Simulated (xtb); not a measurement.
xtb input (GFN1-xTB):

```bash
xtb mol.xyz --gfn 1 --opt tight --chrg 1 --uhf 0
```
mol.xyz:
```
3

Si     0.97108021    -0.58087265     0.01833942
S     -0.75787112     0.54665389    -0.01125239
H     -1.46918503    -0.61424516    -0.07671353
```

End of the output:

```
         :::::::::::::::::::::::::::::::::::::::::::::::::::::
         ::                     SUMMARY                     ::
         :::::::::::::::::::::::::::::::::::::::::::::::::::::
         :: total energy              -5.613380139885 Eh    ::
         :: gradient norm              0.000096069948 Eh/a0 ::
         :: HOMO-LUMO gap              4.382834168151 eV    ::
         ::.................................................::
         :: SCC energy                -5.653855396395 Eh    ::
         :: -> electrostatic           0.099900952005 Eh    ::
         :: repulsion energy           0.041231199555 Eh    ::
         :: dispersion energy         -0.000755943045 Eh    ::
         :: halogen bond corr.         0.000000000000 Eh    ::
         :: add. restraining           0.000000000000 Eh    ::
         :: total charge               1.000000000000 e     ::
         :::::::::::::::::::::::::::::::::::::::::::::::::::::

           -------------------------------------------------
          |                Property Printout                |
           -------------------------------------------------

    * Orbital Energies and Occupations

         #    Occupation            Energy/Eh            Energy/eV
      -------------------------------------------------------------
         1        2.0000           -1.0811222             -29.4188
         2        2.0000           -0.8142637             -22.1572
         3        2.0000           -0.6959869             -18.9388
         4        2.0000           -0.6589708             -17.9315
         5        2.0000           -0.6589708             -17.9315 (HOMO)
         6                         -0.4979046             -13.5487 (LUMO)
         7                         -0.4979046             -13.5487
         8                         -0.4714501             -12.8288
         9                         -0.3485259              -9.4839
        10                         -0.3485259              -9.4839
        11                         -0.2889937              -7.8639
        12                         -0.2775351              -7.5521
        13                         -0.2774153              -7.5489
        14                         -0.2773898              -7.5482
        15                         -0.2409083              -6.5554
        16                         -0.2409083              -6.5554
       ...                                ...                  ...
        20                          0.8349194              22.7193
      -------------------------------------------------------------
                  HL-Gap            0.1610662 Eh            4.3828 eV
             Fermi-level           -0.5784377 Eh          -15.7401 eV

  Mulliken/CM5 charges         n(s)   n(p)   n(d)
     1Si    0.82169  0.78405   1.864  0.773  0.541
     2S    -0.08996 -0.12242   1.830  4.252  0.008
     3H     0.26827  0.33837   0.732  0.000  0.000

Wiberg/Mayer (AO) data.
largest (>0.10) Wiberg bond orders for each atom

 ---------------------------------------------------------------------------
     #   Z sym  total        # sym  WBO       # sym  WBO       # sym  WBO
 ---------------------------------------------------------------------------
     1  14 Si   2.032 --     2 S    1.873     3 H    0.159
     2  16 S    2.639 --     1 Si   1.873     3 H    0.766
     3   1 H    0.925 --     2 S    0.766     1 Si   0.159
 ---------------------------------------------------------------------------

Topologies differ in total number of bonds
Writing topology from bond orders to xtbtopo.mol

 dipole moment from electron density (au)
     X       Y       Z
   2.2225  -0.5522   0.0675  total (Debye):    5.823

           -------------------------------------------------
          |                Geometry Summary                 |
           -------------------------------------------------

      molecular mass/u    :       61.1582269
   center of mass at/Å    :        0.2466802      -0.2475757       0.0013785
  moments of inertia/u·Å² :        0.1050787E-05   0.6377839E+02   0.6377839E+02
Note: The following floating-point exceptions are signalling: IEEE_DENORMAL
normal termination of xtb
rotational constants/cm⁻¹ :        0.1604286E+08   0.2643157E+00   0.2643157E+00

 * 2 selected distances

     #   Z          #   Z                                           value/Å
     1  14 Si       2  16 S                                       1.9817232 (max)
     2  16 S        3   1 H                                       1.3162215 (min)

 * 2 distinct bonds (by element types)

   Z      Z             #   av. dist./Å        max./Å        min./Å
   1 H   16 S           1     1.3162215     1.3162215     1.3162215
  14 Si  16 S           1     1.9817232     1.9817232     1.9817232

optimized geometry written to: xtbopt.xyz

           -------------------------------------------------
          | TOTAL ENERGY               -5.613380139885 Eh   |
          | GRADIENT NORM               0.000096069948 Eh/α |
          | HOMO-LUMO GAP               4.382834168151 eV   |
           -------------------------------------------------

------------------------------------------------------------------------
------------------------------------------------------------------------
 total:
 SCF:
 ANC optimizer:
```

It need not be the lowest isomer of its formula.
